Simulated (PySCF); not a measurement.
These are B3LYP-D3(BJ)/def2-TZVP // PBE0-D4/def2-TZVP in PySCF values and carry that method's errors. All species are isolated molecules in the gas phase. One relaxed conformer stands for a flexible species; it need not be the lowest. B3LYP has the VWN-RPA correlation part, as in Gaussian. Excitations are Tamm–Dancoff values on a coarser integration grid. The basis has no diffuse functions, so Rydberg states are missing or too high.

Reference species (SMILES): `Cl[SiH3]` (neutral, multiplicity 1).

The S1 oscillator strength is 0.010 and the T1 excitation (TDA) comes out as 6.90 eV.

Changed species: `Cl[SiH2]NC` (C–N–Si–Cl torsion 69°) (X = methylamino; the reference has X = H).

Task: Predict the effect on the S1 oscillator strength and T1 excitation (TDA).

Result: the S1 oscillator strength stays essentially unchanged; the T1 excitation (TDA) falls by 0.98 eV, to 5.92 eV.
